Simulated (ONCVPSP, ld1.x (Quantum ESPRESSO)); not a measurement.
# Potentials for Ga (Z = 31) compared

Generated with ld1.x 7.5 (TM, RRKJ, ultrasoft, PAW), atompaw 4.2 or ONCVPSP 4.0.1. The cutoff is in Ry: for ld1.x and atompaw files where the sum of valence levels is converged to 10 mRy in a Bessel basis, for ONCV files where the hardest occupied wave has 1 mHa per electron of residual kinetic energy. The error is the largest all-electron minus pseudo excitation energy over each file’s own four to seven test configurations (ionisations up to +4, promotions, holes and added fractions of an electron), all of which were solved. The labels leave out finer settings (local radius, basis sizes, second energies), which also bear on the numbers. Spin-polarised tests are not counted. The rows are a selection from randomly drawn settings: files with unsolved tests, undetermined cutoffs or missed reference levels are left out.

A true bound ghost makes a file unfit for plane-wave use even where its test errors are small: the radial tests pick states by their node count and pass the ghost by.

| potential | cutoff (Ry) | largest error (meV) | bound ghosts |
| --- | --- | --- | --- |
| RRKJ, PBEsol, scalar-relativistic, rc 1.90/1.90/1.05 (spd), local s, core correction no, reference 3d10 4s1 4p0 | 180 | -717 | none |
| TM, PBE, fully relativistic, rc 1.75/2.30 (sp), local smoothed, core correction yes, reference 4s2 4p1 | 15 | -137 | none |
| ONCV, PBEsol, scalar-relativistic, rc 1.80/2.25/1.20 (spd), local d, core correction no, reference 3d10 4s2 4p0.5, qcut 2.8/3.3/12.6, projectors 2/1/0 | 130 | -266 | s, p |
| ONCV, PBE, scalar-relativistic, rc 1.20/0.95/1.25 (spd), local smoothed, core correction no, reference 3s2 3p6 3d10 4s1, qcut 12.7/12.4/13.9, projectors 2/3/3 | 143 | +3.8 | none |

(1) Fill in the row for Ga: ONCV, PBEsol, scalar-relativistic, rc 2.05/2.05 (sp), local p, core correction yes, reference 4s2 4p0.5, qcut 3.7/4.6, projectors 2/0.

(2) Fill in the row for Ga: TM, PBE, scalar-relativistic, rc 1.85/1.85 (sp), local smoothed, core correction yes, reference 4s2 4p1.

(3) Fill in the row for Ga: PAW, PW91, scalar-relativistic, rc 1.80/2.60/2.55 (spd), local smoothed, core correction yes, reference 4s2 4p0.

Results:

(1) cutoff 14 Ry, largest error -118 meV, bound ghosts: none.

(2) cutoff 15 Ry, largest error -177 meV, bound ghosts: none.

(3) cutoff 8 Ry, largest error -121 meV, bound ghosts: none.
